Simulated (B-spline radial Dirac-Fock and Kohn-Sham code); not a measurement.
Z = 70 (ytterbium), transition energy 645 keV. Method: a Dirac-Hartree-Slater potential of the neutral atom with a Latter tail (no hole, which puts coefficients of high multipoles low close above an edge), finite nucleus with surface currents. Computed with a radial atomic solver. Subshells that would emit electrons below 1 keV are left out.

Question: A pure transition shows α(K) = 0.00779, L1/L2 = 3.30 and L1/L3 = 7.25. What is its multipolarity?
A. E4
B. E2
C. M3
D. M2
E. E1
F. M1
G. M4
H. E3

Answer: B. For comparison, α(K), L1/L2, L1/L3 are E1 0.00300, 14.0, 15.0; E3 0.0184, 1.31, 4.39; E4 0.0418, 0.743, 3.01; M1 0.0180, 14.4, 107; M2 0.0499, 9.54, 42.9; M3 0.114, 6.63, 12.7; M4 0.253, 4.95, 5.52.
